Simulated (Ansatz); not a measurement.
C4H12BN2 (SMILES CN(C)[B]N(C)C), doublet, geometry from GFN2-xTB. Base run: SVWN5/STO-3G (Ansatz, a program for electronic structure).

Input for Ansatz:
Ansatz 0.2 input:
```yaml
crystal:
  periodic: [false, false, false]
  atoms:
    - {symbol: C, position_ang: [1.47009147, -0.40656865, 1.28585248]}
    - {symbol: N, position_ang: [1.26136042, -0.05663410, -0.10647877]}
    - {symbol: C, position_ang: [2.49137815, -0.14377334, -0.85921272]}
    - {symbol: B, position_ang: [0.07121700, 0.42701584, -0.67341478]}
    - {symbol: N, position_ang: [-1.23083553, 0.23966076, -0.18215891]}
    - {symbol: C, position_ang: [-2.33700104, 1.06941565, -0.60054862]}
    - {symbol: C, position_ang: [-1.67784756, -0.83913310, 0.67865071]}
    - {symbol: H, position_ang: [2.33137516, 0.14236037, 1.68473616]}
    - {symbol: H, position_ang: [0.59588885, -0.14256006, 1.87303335]}
    - {symbol: H, position_ang: [1.67410875, -1.47900765, 1.40275190]}
    - {symbol: H, position_ang: [2.30930218, 0.12754764, -1.89662984]}
    - {symbol: H, position_ang: [3.25763953, 0.52708475, -0.44889109]}
    - {symbol: H, position_ang: [2.89060709, -1.16486969, -0.82845373]}
    - {symbol: H, position_ang: [-3.08887878, 0.48480160, -1.14687929]}
    - {symbol: H, position_ang: [-1.97679898, 1.86613551, -1.24745894]}
    - {symbol: H, position_ang: [-2.83141669, 1.51977426, 0.26876025]}
    - {symbol: H, position_ang: [-0.88030407, -1.56278838, 0.81634431]}
    - {symbol: H, position_ang: [-2.53310294, -1.35191645, 0.22276438]}
    - {symbol: H, position_ang: [-1.99790538, -0.46247103, 1.65900912]}
basis:
  gaussian:
    orbitals: STO-3G
hamiltonian:
  xc: {name: SVWN5}
magnetization: {spin_polarized: true, initial_magnetization: 1}
```

Each row names what was changed in the base input (with any setting that the change needs).

```csv
change,ΔE vs base (µEh)
base,0.0
nuclear_model = gaussian,18.3
"point_charge = charge:0.5 position_ang:4.517, -3.0985, 3.3892",797
fitting.mean_field = cc-pVTZ-JKFIT,-293
lower_state_search = light,0.0
"final_grid = 10, 20, 41",-0.2
forces = on,0.0
"final_grid = 4, 8, 17",-341
"point_charge = charge:-1.0 position_ang:3.7687, 4.9113, 1.3238",814
"final_grid = 6, 12, 29",15.0
accuracy = high,8.2
```
